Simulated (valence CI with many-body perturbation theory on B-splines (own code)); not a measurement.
E1 line list for Pd41+

Level of theory: relativistic CI+MBPT: three valence electrons over a frozen Dirac-Fock core [He], radial functions for each j: 11 s, 11 p, 9 d, 7 f, 5 g, 2 h, 1 i, with the one-electron correlation potential Σ1, the two-electron term Σ2, the three-electron term Σ3, Breit, model QED; selected CI, second order for the rest (own B-spline code, finite nucleus).

The last digits are not significant, and no measured levels were compared; by estimate large intervals hold to a few tenths of a per cent, small ones and those within an open d or f shell to about a per cent.

Lines 101 to 150 of 271 in falling wavelength, among levels below 33864 × 10³ cm⁻¹, chosen from the strongest by gf and those to the six lowest levels. Wavelengths and rates use the calculated energies. Electric multipoles are in the length gauge, E1 and E2 with the static RPA response of the core. Weak lines are less certain than strong ones. Lines between different terms over intervals too small for the method are left out, as are lines whose strength nearly cancels. The highest levels of a list are the least certain.

Levels are named by their leading jj configuration (3d3/2^4 stands for four electrons in 3d with j = 3/2), which in mixed levels can hold well under half, so a name can repeat and another be missing. Letters in brackets count levels of one name in rising energy.

```csv
λ vac (Å),Upper,Lower,A (s⁻¹),S (a.u.) with core polarisation,S without
3.531,(2p1/2 2p3/2 3d3/2) J=3/2 [b],(2p1/2 2p3/2^2) J=1/2,1.94e+13,1.68e-03,1.69e-03
3.525,(2s 2p1/2 3d3/2) J=5/2,(2s 2p1/2 2p3/2) J=3/2 [b],2.15e+12,2.79e-04,2.79e-04
3.525,(2s 2p3/2 3d5/2) J=5/2 [a],(2s 2p3/2^2) J=3/2,2.04e+13,2.64e-03,2.65e-03
3.520,(2s 2p3/2 3d5/2) J=3/2 [a],(2s 2p3/2^2) J=3/2,3.72e+13,3.21e-03,3.21e-03
3.519,(2s 2p3/2 3d5/2) J=3/2 [a],(2s 2p3/2^2) J=1/2,4.49e+13,3.86e-03,3.87e-03
3.516,(2s 2p1/2 3d5/2) J=5/2 [a],(2s 2p1/2 2p3/2) J=3/2 [b],1.21e+13,1.56e-03,1.56e-03
3.516,(2p1/2^2 3d3/2) J=3/2,(2p1/2^2 2p3/2) J=3/2,3.43e+13,2.94e-03,2.95e-03
3.513,(2s 2p1/2 3d3/2) J=1/2,(2s 2p1/2 2p3/2) J=3/2 [b],6.51e+12,2.78e-04,2.79e-04
3.512,(2s 2p1/2 3d3/2) J=3/2 [b],(2s 2p1/2 2p3/2) J=3/2 [b],1.14e+13,9.76e-04,9.77e-04
3.505,(2s 2p3/2 3d5/2) J=1/2,(2s 2p3/2^2) J=1/2,2.09e+14,8.87e-03,8.88e-03
3.499,(2p1/2 2p3/2 3d5/2) J=5/2,(2p1/2 2p3/2^2) J=5/2,7.74e+13,9.81e-03,9.82e-03
3.499,(2p1/2 2p3/2 3d3/2) J=3/2 [b],(2p1/2 2p3/2^2) J=5/2,3.36e+13,2.84e-03,2.84e-03
3.498,(2s 2p1/2 3d3/2) J=3/2 [a],(2s 2p1/2 2p3/2) J=5/2,1.06e+12,8.91e-05,8.92e-05
3.496,(2s 2p1/2 3d5/2) J=3/2,(2s 2p1/2 2p3/2) J=1/2,1.53e+14,1.29e-02,1.29e-02
3.494,(2p1/2^2 3d5/2) J=5/2,(2p1/2^2 2p3/2) J=3/2,1.80e+14,2.27e-02,2.27e-02
3.493,(2s 2p1/2 3d5/2) J=5/2 [b],(2s 2p1/2 2p3/2) J=3/2 [b],1.41e+14,1.78e-02,1.78e-02
3.493,(2s 2p1/2 3d5/2) J=3/2,(2s 2p1/2 2p3/2) J=3/2 [b],3.33e+13,2.80e-03,2.80e-03
3.493,(2p1/2 2p3/2 3d3/2) J=5/2 [b],(2p1/2 2p3/2^2) J=3/2,5.04e+13,6.35e-03,6.36e-03
3.490,(2p1/2 2p3/2 3p1/2) J=3/2 [a],(2s 2p3/2^2) J=1/2,1.32e+13,1.11e-03,1.11e-03
3.490,(2p1/2 2p3/2 3d5/2) J=3/2,(2p1/2 2p3/2^2) J=3/2,7.19e+13,6.03e-03,6.04e-03
3.487,(2s 2p3/2 3s) J=5/2,(2s 2p1/2 2p3/2) J=3/2 [b],2.19e+13,2.75e-03,2.76e-03
3.484,(2s 2p1/2 3d3/2) J=5/2,(2s 2p1/2 2p3/2) J=5/2,2.75e+13,3.45e-03,3.45e-03
3.483,(2s 2p3/2 3d3/2) J=3/2 [b],(2s 2p3/2^2) J=3/2,4.32e+13,3.60e-03,3.61e-03
3.483,(2s 2p3/2 3d3/2) J=5/2 [a],(2s 2p3/2^2) J=5/2,1.16e+13,1.45e-03,1.45e-03
3.482,(2p1/2 2p3/2 3d5/2) J=5/2,(2p1/2 2p3/2^2) J=3/2,6.71e+13,8.39e-03,8.40e-03
3.482,(2s 2p3/2 3d3/2) J=3/2 [b],(2s 2p3/2^2) J=1/2,5.37e+13,4.48e-03,4.48e-03
3.482,(2p1/2 2p3/2 3d3/2) J=3/2 [b],(2p1/2 2p3/2^2) J=3/2,6.39e+13,5.33e-03,5.33e-03
3.480,(2s 2p3/2 3d3/2) J=3/2 [a],(2s 2p3/2^2) J=5/2,2.79e+13,2.32e-03,2.32e-03
3.480,(2s 2p3/2 3d3/2) J=7/2,(2s 2p3/2^2) J=5/2,1.34e+13,2.23e-03,2.23e-03
3.479,(2s 2p3/2 3d3/2) J=1/2 [b],(2s 2p3/2^2) J=3/2,3.43e+13,1.43e-03,1.43e-03
3.474,(2s 2p1/2 3d5/2) J=5/2 [a],(2s 2p1/2 2p3/2) J=5/2,2.70e+13,3.35e-03,3.35e-03
3.474,(2s 2p3/2 3s) J=3/2 [a],(2s 2p1/2 2p3/2) J=3/2 [b],7.25e+11,6.00e-05,5.99e-05
3.472,(2s 2p1/2 3d3/2) J=3/2 [a],(2s 2p1/2 2p3/2) J=3/2 [a],1.64e+13,1.35e-03,1.35e-03
3.471,(2s 2p1/2 3d3/2) J=3/2 [b],(2s 2p1/2 2p3/2) J=5/2,8.45e+12,6.97e-04,6.98e-04
3.468,(2s 2p3/2 3d5/2) J=5/2 [b],(2s 2p3/2^2) J=3/2,3.08e+14,3.81e-02,3.81e-02
3.466,(2s 2p3/2 3d5/2) J=3/2 [b],(2s 2p3/2^2) J=3/2,8.13e+13,6.68e-03,6.69e-03
3.465,(2s 2p3/2 3d5/2) J=3/2 [b],(2s 2p3/2^2) J=1/2,1.33e+14,1.09e-02,1.09e-02
3.464,(2s 2p3/2 3d5/2) J=5/2 [a],(2s 2p3/2^2) J=5/2,1.54e+14,1.90e-02,1.90e-02
3.463,(2s^2 3d3/2) J=3/2,(2s^2 2p3/2) J=3/2,2.92e+13,2.40e-03,2.40e-03
3.461,(2s 2p1/2 3d5/2) J=7/2,(2s 2p1/2 2p3/2) J=5/2,1.88e+14,3.08e-02,3.08e-02
3.460,(2s 2p3/2 3d5/2) J=3/2 [a],(2s 2p3/2^2) J=5/2,2.96e+13,2.42e-03,2.42e-03
3.458,(2s 2p1/2 3s) J=1/2 [a],(2s 2p1/2^2) J=1/2,5.19e+12,2.12e-04,2.11e-04
3.458,(2s 2p1/2 3d3/2) J=5/2,(2s 2p1/2 2p3/2) J=3/2 [a],3.66e+13,4.48e-03,4.48e-03
3.455,(2s^2 3p3/2) J=3/2,(2s 2p1/2^2) J=1/2,1.65e+12,1.34e-04,1.34e-04
3.454,(2s 2p3/2 3d5/2) J=7/2 [a],(2s 2p3/2^2) J=5/2,2.92e+14,4.75e-02,4.75e-02
3.452,(2s 2p1/2 3d5/2) J=5/2 [b],(2s 2p1/2 2p3/2) J=5/2,1.85e+13,2.25e-03,2.25e-03
3.452,(2s 2p1/2 3p1/2) J=3/2,(2s^2 2p3/2) J=3/2,1.07e+13,8.67e-04,8.67e-04
3.449,(2s 2p1/2 3d5/2) J=5/2 [a],(2s 2p1/2 2p3/2) J=3/2 [a],1.67e+14,2.03e-02,2.03e-02
3.448,(2s^2 3d5/2) J=5/2,(2s^2 2p3/2) J=3/2,2.21e+14,2.69e-02,2.69e-02
3.446,(2s 2p3/2 3s) J=5/2,(2s 2p1/2 2p3/2) J=5/2,3.06e+11,3.70e-05,3.63e-05
```
